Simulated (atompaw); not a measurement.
# PBE PAW (atompaw) dataset for Li (Z = 3), non-relativistic all-electron reference.

Li, PAW, made with atompaw 4.2.0.5 (PBE, non-relativistic). Core [He], reference 2s0.5 2p0.5. Waves: 2s (bound); 2s channel at 0.25 Ry; 2p (bound); 2p channel at 1.95 Ry; 3d channel at -0.15 Ry. Local part: bessel scheme, radius 2.35 bohr. Core correction: smooth core density matched at 1.85 bohr. Augmentation charge: sinc compensation charge, radius 2.95 bohr; PAW radius 3.00 bohr; waves and projectors: bloechl.

All-electron outer shells of the reference configuration (PBE, non-relativistic, ld1.x):

```tsv
shell	level (eV)	outermost node (bohr)	outermost maximum (bohr)
1s	-52.62	–	0.36
2s	-3.13	0.83	3.12
2p	-1.35	–	3.86
```

(1) Estimate the cutoffs (Ry, on a coarse ladder) from which the occupation-weighted sum of valence levels, in a spherical-Bessel basis at the reference potential, stays within 10 and 1 mRy of its value at 400 Ry.

(2) Does the potential have ghost states?

(3) Is the overlap operator S = 1 + Σ q|β⟩⟨β| positive definite (Bessel basis up to 400 Ry)?

Answers

(1) 6 Ry and 6 Ry.

(2) No extra level below or beside the all-electron valence levels (s, p, d, f tested). The logarithmic derivative shows an extra or strongly shifted pseudo pole above the reference energy (s near 0.58 Ry).

(3) Barely: its lowest eigenvalue is 0.010 (s channel).
